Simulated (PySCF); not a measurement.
Si(All)(H)2(OH) (C3H8OSi), SMILES C=CC[SiH2]O.

Geometry optimised at PBE0-D3(BJ)/def2-SVP. Other conformers were not sampled.

Two levels are set side by side: TDDFT-PBE/def2-SVPD (PySCF) and TDDFT-LC-ωPBE/def2-SVPD (PySCF). Vertical, same geometry. The lowest singlet is HOMO→LUMO 53 %, HOMO→LUMO+1 45 % with PBE and HOMO→LUMO 75 %, HOMO→LUMO+1 15 % with the other functional; states are paired by order. Differences are taken from unrounded values.

| quantity | TDDFT-LC-ωPBE | TDDFT-PBE | TDDFT-PBE minus TDDFT-LC-ωPBE |
|---|---|---|---|
| lowest singlet excitation (eV) | 6.88 | 5.45 | -1.43 |
| lowest triplet excitation (TDA) (eV) | 4.07 | 4.20 | 0.13 |
| first bright state (f over 0.05) (eV) | 6.88 | 6.01 | -0.87 |
| its oscillator strength | 0.31 | 0.07 | -0.24 |

Functionals without exact exchange tend to place singlet excitations lower, as here. Differences between two approximate levels are no errors against the true value.

Rough cost on one machine, each run with all the roots and properties that it gave: TDDFT-LC-ωPBE against TDDFT-PBE about 7 times.
